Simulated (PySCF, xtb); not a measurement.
C2H5ClOSi2, SMILES O[Si@H]1C(Cl)=C[SiH2]1. The values are those of a single conformer.

Harmonic wavenumbers (cm⁻¹) from GFN2-xTB (xtb) at its own minimum, in rising order: 111, 134, 164, 225, 286, 339, 371, 396, 415, 491, 504, 520, 616, 660, 760, 783, 803, 835, 860, 917, 1170, 1542, 2161, 2213, 2298, 3073, 3661.

What does PySCF 2.14.0 with PBE-D3(BJ)/def2-SVP give at its own minimum? (An estimate is asked for; the answer gives what the named calculation found.)

104, 133, 169, 233, 306, 350, 408, 424, 468, 516, 610, 638, 692, 748, 762, 823, 854, 887, 901, 924, 1128, 1499, 2140, 2150, 2192, 3089, 3758. Paired by order, the mean absolute difference is 43 cm⁻¹ and the zero-point energies are 37.6 and 38.5 kcal/mol.
